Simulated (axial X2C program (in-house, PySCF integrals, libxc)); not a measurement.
**Outer orbitals of FeS⁻ at 2.120 Å, PBE0**

All values were computed with an axial X2C code built on PySCF integrals. Spin-free means the one-electron spin-free X2C Hamiltonian; two-component (2c) means X2C with spin–orbit coupling and atomic mean-field two-electron Coulomb and Gaunt terms, so the difference of the two also holds small scalar two-electron terms. Basis: Fe dyall-acv3z [10s11p7d4f2g], S dyall-av3z [9s8p3d2f] (cores contracted in-house); Gaussian nuclei, density fitting, unrestricted open shells. Masses: Fe 55.935 u, S 31.972 u.

The distance is close to the 2c PBE0 minimum; the highest filled and lowest empty levels are listed.

Spin-free orbitals, state M_S = 5/2, Λ = 2 (beyond evenly filled blocks: 2 × σα, π+α, π-α, δ+α, δ+β, δ-α) (Löwdin shares):

```csv
symmetry,occupied,ε (eV),atomic character
σα,yes,-12.38,"71% S s, 11% Fe d, 10% Fe p"
σβ,yes,-12.00,"73% S s, 10% Fe p, 9% Fe d"
σα,yes,-5.77,"85% Fe d, 9% S p, 4% S s"
π+α,yes,-5.63,"96% Fe d, 3% S p"
π-α,yes,-5.63,"96% Fe d, 3% S p"
δ-α,yes,-4.56,100% Fe d
δ+α,yes,-4.56,100% Fe d
σα,yes,-2.64,"54% S p, 35% Fe s, 6% Fe d"
σβ,yes,-2.52,"72% S p, 12% Fe d, 10% Fe s"
π+β,yes,-1.34,"71% S p, 20% Fe d, 7% Fe p"
π-β,yes,-1.31,"72% S p, 19% Fe d, 7% Fe p"
δ+β,yes,-1.29,99% Fe d
π+α,yes,-1.07,"78% S p, 13% Fe p, 7% Fe d"
π-α,yes,-1.07,"78% S p, 13% Fe p, 7% Fe d"
σα,yes,-0.20,"38% Fe p, 30% Fe s, 23% S p"
σα,no,1.87,"92% Fe p, 7% Fe s"
π-α,no,1.96,99% Fe p
π+α,no,1.96,99% Fe p
σβ,no,2.00,"55% Fe s, 26% Fe p, 13% Fe d"
```

Spinors with spin–orbit coupling (state Ω = 9/2):

```
   ω  occupied  ε (eV)              atomic character  λ mixture
 1/2       yes  -12.38   71% S s, 11% Fe d, 10% Fe p     100% σ
-1/2       yes  -12.00    73% S s, 10% Fe p, 9% Fe d     100% σ
 1/2       yes   -5.77      85% Fe d, 9% S p, 4% S s     100% σ
-1/2       yes   -5.65              96% Fe d, 3% S p     100% π
 3/2       yes   -5.60              96% Fe d, 3% S p     100% π
-3/2       yes   -4.61                     100% Fe d     100% δ
 5/2       yes   -4.50                     100% Fe d     100% δ
 1/2       yes   -2.64    54% S p, 35% Fe s, 6% Fe d     100% σ
-1/2       yes   -2.52   72% S p, 12% Fe d, 10% Fe s     100% σ
 1/2       yes   -1.36    71% S p, 20% Fe d, 7% Fe p     100% π
 3/2       yes   -1.34                      99% Fe d     100% δ
-3/2       yes   -1.29    72% S p, 19% Fe d, 7% Fe p     100% π
-1/2       yes   -1.09    78% S p, 13% Fe p, 7% Fe d     100% π
 3/2       yes   -1.04    78% S p, 13% Fe p, 7% Fe d     100% π
 1/2       yes   -0.20   38% Fe p, 30% Fe s, 23% S p     100% σ
 1/2        no    1.88             91% Fe p, 8% Fe s     100% σ
-1/2        no    1.96                      99% Fe p     100% π
 3/2        no    1.96                      99% Fe p     100% π
-1/2        no    2.00  55% Fe s, 24% Fe p, 13% Fe d     100% σ
```

Mulliken charges and populations of the two-component result (they depend on the basis, above all on diffuse functions):

Fe -0.30 e (s 7.11 p 12.75 d 6.41 f 0.02), S -0.70 e (s 5.86 p 10.81 d 0.03). ⟨Lz⟩ = 2.00 ħ and ⟨Sz⟩ = 2.50 ħ (2.33 and 0.17 on the two atoms), which add up to Ω.

One determinant describes the state; a PBE0 search over occupations chose it and may have missed a lower one. Density functionals use the spin component along the axis (collinear). Other states lie close and PBE0, whose exact exchange favours high spin, may order them wrongly; the determinant shown need not be the ground state. The nearest other spin-free determinant of the search, M_S = 3/2, Λ = 2, lies 0.13 eV up at the distance of the search. The functionals have no current-density term, which raises determinants with orbital currents, atoms included. With several unpaired electrons one determinant need not be a pure state. A state of lower Ω lies just above, and one determinant can place such states too high, so the state shown need not be the lowest. The search has Ω = 1/2 only 0.09 eV up. The highest occupied level of some functionals is positive through self-interaction error; at Hartree–Fock it is bound.
